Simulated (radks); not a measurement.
Effect of the nuclear size on the silver ion Ag+, [Kr] 4d10. Calculated with a radial shooting solver on a logarithmic mesh with Libxc functionals: Dirac Kohn-Sham, PBE, spin-unpolarised, spherical densities, finite nucleus; Fermi nuclear charge, rms radius 4.5454 fm. The rms radius is varied about that value; shifts are against it.

rms radius (fm)  total energy shift (eV)  density at nucleus (e/bohr^3)  1s1/2 shift (meV)  2s1/2 shift (meV)  4s1/2 shift (meV)  5s1/2 (empty) shift (meV)
3.7363                            -0.920                      1.496e+05               -387              -43.3              -1.55                     -0.141
4.3454                            -0.242                      1.466e+05               -102              -11.4             -0.408                     -0.037
4.5454                                 0                      1.457e+05              0.000              0.000              0.000                      0.000
4.7045                             0.199                       1.45e+05               83.9               9.38              0.336                      0.030
5.4181                              1.17                      1.423e+05                490               54.9               1.97                      0.178

Slopes of the eigenvalues against <r^2> in GHz/fm^2, as finite differences over the two radii next to the reference (eigenvalue slopes, not the field-shift constants of lines): 1s1/2 13800, 2s1/2 1550, 4s1/2 55.4, 5s1/2 (empty) 5.02.
